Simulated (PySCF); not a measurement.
F₂H₅NSi₂, SMILES N[SiH2][SiH](F)F. The structure is a stationary point at PBE-D3(BJ)/def2-SVP. This is a generated structure with no PubChem entry under its InChIKey; it may be hypothetical. One conformer was computed; it need not be the lowest.

Computed equilibrium geometry at PBE-D3(BJ)/def2-SVP (PySCF confirms it by a frequency run) as Cartesian coordinates in Å, and its point group (one conformer of several):
point group Cs.
```xyz
10

Si     1.0059     0.4042     0.0000
F      1.4073    -0.4977     1.3122
F      1.4073    -0.4977    -1.3122
Si    -1.3432     0.6159     0.0000
N     -2.1413    -0.9454     0.0000
H      1.9067     1.6079     0.0000
H     -1.7658     1.3690    -1.2323
H     -1.7658     1.3690     1.2323
H     -1.9984    -1.5253     0.8334
H     -1.9984    -1.5253    -0.8334
```
